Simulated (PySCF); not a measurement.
**`CCCc1ccccn1`, C$_{8}$H$_{11}$N**

Molfile (atoms numbered from 1):
```
C8H11N
     RDKit          3D

 20 20  0  0  0  0  0  0  0  0999 V2000
   -2.2868    1.0868    0.0433 C   0  0  0  0  0  0  0  0  0  0  0  0
   -2.0311   -0.2909   -0.5460 C   0  0  0  0  0  0  0  0  0  0  0  0
   -0.9866   -1.1126    0.2182 C   0  0  0  0  0  0  0  0  0  0  0  0
    0.3781   -0.4824    0.2153 C   0  0  0  0  0  0  0  0  0  0  0  0
    1.2490   -0.6537   -0.8705 C   0  0  0  0  0  0  0  0  0  0  0  0
    2.4870   -0.0218   -0.8544 C   0  0  0  0  0  0  0  0  0  0  0  0
    2.8233    0.7649    0.2451 C   0  0  0  0  0  0  0  0  0  0  0  0
    1.8929    0.8753    1.2764 C   0  0  0  0  0  0  0  0  0  0  0  0
    0.7067    0.2733    1.2671 N   0  0  0  0  0  0  0  0  0  0  0  0
   -1.3745    1.7021    0.0475 H   0  0  0  0  0  0  0  0  0  0  0  0
   -2.6296    1.0147    1.0874 H   0  0  0  0  0  0  0  0  0  0  0  0
   -3.0563    1.6264   -0.5295 H   0  0  0  0  0  0  0  0  0  0  0  0
   -2.9726   -0.8655   -0.5692 H   0  0  0  0  0  0  0  0  0  0  0  0
   -1.7107   -0.1935   -1.5985 H   0  0  0  0  0  0  0  0  0  0  0  0
   -1.2998   -1.2265    1.2673 H   0  0  0  0  0  0  0  0  0  0  0  0
   -0.9254   -2.1197   -0.2248 H   0  0  0  0  0  0  0  0  0  0  0  0
    0.9518   -1.2816   -1.7141 H   0  0  0  0  0  0  0  0  0  0  0  0
    3.1836   -0.1438   -1.6879 H   0  0  0  0  0  0  0  0  0  0  0  0
    3.7843    1.2795    0.3062 H   0  0  0  0  0  0  0  0  0  0  0  0
    2.1208    1.4836    2.1599 H   0  0  0  0  0  0  0  0  0  0  0  0
  1  2  1  0
  2  3  1  0
  3  4  1  0
  4  5  2  0
  5  6  1  0
  6  7  2  0
  7  8  1  0
  8  9  2  0
  9  4  1  0
  1 10  1  0
  1 11  1  0
  1 12  1  0
  2 13  1  0
  2 14  1  0
  3 15  1  0
  3 16  1  0
  5 17  1  0
  6 18  1  0
  7 19  1  0
  8 20  1  0
M  END
```

Level of theory: TDDFT CAM-B3LYP/aug-cc-pVDZ excited states, vertical, gas phase (PySCF 2.14.0). Geometry: PBE0-D3(BJ)/def2-SVP.

(1) Give the one- and two-photon strengths of the lowest singlets.

Results:

(1) δ for parallel linear polarisation; σ at the peak of a Lorentzian of half width 0.1 eV, single beam; Ω is circular over linear.
```csv
state,E (eV),f,photon λ (nm),δ (au),σ (GM),Ω,main
S1,5.06,0.005,490,1.37,0.01,1.20,"HOMO−1→LUMO+1 0.75, HOMO−1→LUMO 0.15"
S2,5.36,0.001,462,0.49,0.01,0.76,"HOMO−1→LUMO+2 0.36, HOMO−1→LUMO+3 0.28"
S3,5.45,0.062,455,2.88,0.03,1.15,"HOMO→LUMO+1 0.60, HOMO→LUMO 0.13"
S4,6.17,0.082,402,4.07,0.06,1.50,"HOMO→LUMO+2 0.31, HOMO→LUMO+3 0.20"
S5,6.47,0.003,383,73.1,1.12,1.32,"HOMO→LUMO 0.57, HOMO→LUMO+1 0.17"
S6,6.79,0.022,365,42.5,0.72,1.49,"HOMO−1→LUMO 0.48, HOMO−1→LUMO+1 0.12"
```

Among these, the strongest one-photon state is S4, the strongest two-photon state S5, with a dipole change of 6.6 D (relaxed, norm of the difference vector).
